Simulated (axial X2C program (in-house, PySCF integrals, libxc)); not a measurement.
Ω levels of FPrF from open-shell CI on f1 s1 d(πδ)1

Calculated with an axial X2C code built on PySCF integrals: two-component X2C with atomic mean-field Coulomb and Gaunt terms, basis F dyall-av3z, Pr dyall-v3z (cores contracted in-house). Orbitals come from Hartree–Fock averaged over the configuration Pr f1 s1 d(πδ)1; CI then distributes these electrons over the f, s, d(πδ) shells of Pr.

F–Pr–F held linear, both bonds 2.080 Å (near the minimum of the configuration average).

Active spinors (ω > 0):

```
shell    ω  ε (eV)                    character
    f  5/2    1.41                    100% Pr f
    f  3/2    1.53                    100% Pr f
    f  7/2    1.68                    100% Pr f
    f  1/2    1.71                     98% Pr f
    f  5/2    1.77                    100% Pr f
    f  3/2    1.94                     99% Pr f
    f  1/2    2.05                     97% Pr f
    s  1/2   -2.83  56% Pr s, 26% Pr d, 10% F p
d(πδ)  3/2    0.14                     99% Pr d
d(πδ)  5/2    0.25                     99% Pr d
d(πδ)  1/2    2.02     81% Pr d, 8% F p, 6% F d
d(πδ)  3/2    2.11     81% Pr d, 8% F p, 6% F d
```

Lowest levels of this model:

| Ω | energy (cm⁻¹) | g∥ | configuration |
| --- | --- | --- | --- |
| 7/2 | 0 | 4.11 | 100% f2 s1 |
| 9/2 | 281 | 8.13 | 100% f2 s1 |
| 11/2 | 1845 | 12.11 | 100% f2 s1 |
| 5/2 | 1882 | 2.30 | 100% f2 s1 |
| 9/2 | 1951 | 8.07 | 100% f2 s1 |
| 7/2 | 2373 | 6.37 | 100% f2 s1 |
| 1/2 | 2559 | 1.36 | 100% f2 s1 |
| 3/2 | 2755 | 3.06 | 100% f2 s1 |
| 1/2 | 3132 | 0.63 | 99% f2 s1 |
| 3/2 | 3284 | 2.26 | 100% f2 s1 |
| 5/2 | 3292 | 5.64 | 100% f2 s1 |
| 13/2 | 3467 | 16.00 | 100% f2 s1 |
| 9/2 | 3637 | 10.17 | 100% f2 s1 |
| 11/2 | 3843 | 12.01 | 99% f2 s1 |
| 7/2 | 4124 | 6.26 | 100% f2 s1 |
| 1/2 | 4624 | 1.16 | 100% f2 s1 |
| 3/2 | 4700 | 3.32 | 100% f2 s1 |
| 7/2 | 4705 | 8.51 | 100% f2 s1 |
| 5/2 | 4709 | 5.93 | 100% f2 s1 |
| 1/2 | 4852 | 0.98 | 99% f2 s1 |
| 11/2 | 5095 | 13.89 | 100% f2 s1 |
| 3/2 | 5252 | 3.30 | 99% f2 s1 |
| 5/2 | 5586 | 4.88 | 99% f2 s1 |
| 9/2 | 5932 | 10.38 | 100% f2 s1 |
| 11/2 | 12050 | 8.11 | 100% f2 d(πδ)1 |
| 13/2 | 13255 | 12.13 | 100% f2 d(πδ)1 |
| 15/2 | 14545 | 16.10 | 100% f2 d(πδ)1 |
| 17/2 | 15908 | 20.01 | 100% f2 d(πδ)1 |
| 13/2 | 16030 | 14.18 | 100% f2 d(πδ)1 |
| 13/2 | 16532 | 16.01 | 100% f1 s1 d(πδ)1 |

g∥ is the magnitude of 2⟨Lz + ge Sz⟩ for the +Ω component.

Task: From Ω and g∥ of the lowest level, whose 2⟨Lz + ge Sz⟩ is positive, find ⟨Sz⟩ and ⟨Lz⟩ (ge = 2.0023).

Result: Ω = ⟨Lz⟩ + ⟨Sz⟩ = 7/2 and ⟨Lz⟩ + ge⟨Sz⟩ = 2.055, so ⟨Sz⟩ = -1.44 and ⟨Lz⟩ = 4.94.

Occupations of the active spinors in the lowest level by ω, shell by shell in order of energy: -7/2: 0.00; -5/2: 0.00 0.00 0.00; -3/2: 0.00 0.00 0.00 0.00; -1/2: 0.00 0.00 1.00 0.00; 1/2: 0.01 0.00 0.00 0.00; 3/2: 0.97 0.02 0.00 0.00; 5/2: 0.95 0.04 0.00; 7/2: 0.01. The leading determinant has weight 0.92 among 143.

This point took 3.2 s on 1 thread of Arm Neoverse V2, with other jobs on the host.

Dynamic correlation is missing, so gaps between terms are too wide and other configurations may lie lower; the lowest level listed is that of this model, not necessarily the ground state. The lowest levels belong to f2 s1, not to the averaged configuration, so orbitals and distance suit them less well. At most 4 roots were kept for each Ω > 0 (twice that for Ω = 0) within 2.2 eV of the lowest, so higher up levels can be missing between those listed; levels with Ω > 0 are doubly degenerate and listed once, Ω = 0 levels singly. Some active spinors are only partly of the character that their shell is named for, so the shell names and counts are nominal. Along the bond the averaged SCF switches between close solutions, so this one may not be the lowest. The molecule was held linear; bending was not examined.
